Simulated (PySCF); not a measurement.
# Excitation energy of P⁺ by level of theory

P⁺ [Ne] 3s2 3p2 (3P) → P⁺ [Ne] 3s1 3p2 3d1 (high-spin determinant), as a difference of total energies. Calculation: PySCF 2.14, in aug-cc-pV(Q+d)Z (7s6p5d3f2g, 89 functions); the non-relativistic Hamiltonian (point nucleus). Correlated levels: valence: [Ne] frozen. The calculations carry no spin-orbit coupling.

```json
{"method": "UHF", "excitation energy (cm⁻¹)": "130790"}
{"method": "MP2 (valence)", "excitation energy (cm⁻¹)": "139850"}
{"method": "SCS-MP2 (valence)", "excitation energy (cm⁻¹)": "144430"}
{"method": "CCSD (valence)", "excitation energy (cm⁻¹)": "137410"}
{"method": "CCSD(T) (valence)", "excitation energy (cm⁻¹)": "136580"}
```

A first-order spin-orbit estimate (lowest level to lowest level, LS coupling) adds 0.008 eV.

The promoted electron is Rydberg-like, and one or two diffuse shells describe it only roughly, which tends to raise the upper state.

The coupled-cluster amplitudes are large for the upper state (T1 above 0.03 or a double amplitude above 0.15), so a single reference is strained.

The determinant of the upper state mixes LS terms, which raises its energy above the lowest term, most at the Hartree-Fock and MP2 levels.
